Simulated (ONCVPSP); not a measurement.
What the settings do to the ONCV potential of oxygen

Base potential:

oxygen (O), optimised norm-conserving Vanderbilt (ONCV), made with ONCVPSP 4.0.1 (PBEsol, scalar-relativistic). Core [He], reference 2s2 2p2 (charge +2). Waves: 2s: rc 0.85 bohr, ncon 4, nbas 7, qcut 8.7 1/bohr, 1 projector; 2p: rc 0.95 bohr, ncon 4, nbas 7, qcut 9.8 1/bohr, 2 projectors, debl 2.8 Ha; d scattering state at 0.11 Ha: rc 0.85 bohr, ncon 3, nbas 6, qcut 10.4 1/bohr, local. Local part: the d channel. Core correction: Teter function, fcfact 4.75, rcfact 1.45.

All-electron outer shells of the reference configuration (PBEsol, scalar-relativistic, ld1.x):

```tsv
shell	level (eV)	outermost node (bohr)	outermost maximum (bohr)
1s	-555.75	–	0.13
2s	-58.13	0.28	0.84
2p	-43.11	–	0.75
```

Cutoffs, loose and tight: the cutoffs (Ha) at which the residual kinetic energy of the hardest occupied pseudo-wave falls to 1 and 0.1 mHa per electron. They do not see the model core or the augmentation charge, which bear on the density cutoff. Test errors are all-electron minus pseudo excitation energies from the reference, over the configurations 2s2 2p4; 2s2 2p3; 2s2 2p1; 2s2 2p3.5. A dash means not determined; rows that change the core or the reference have their own tests.

A true bound ghost makes a file unfit for plane-wave use even where its test errors are small: the radial tests pick states by their node count and pass the ghost by.

```tsv
change	outcome	cutoff, loose	cutoff, tight	bound ghosts	GHOST(+) flags above zero	largest test error (meV)
base	generated	55 Ha	152 Ha	none	none	+45
s: nproj 3	generated	55 Ha	152 Ha	s	none	+36
core correction Teter function, fcfact 4.75, rcfact 1.18	generated	55 Ha	152 Ha	none	none	+63
p: rc 0.86	generated	105 Ha	191 Ha	none	none	+32
```
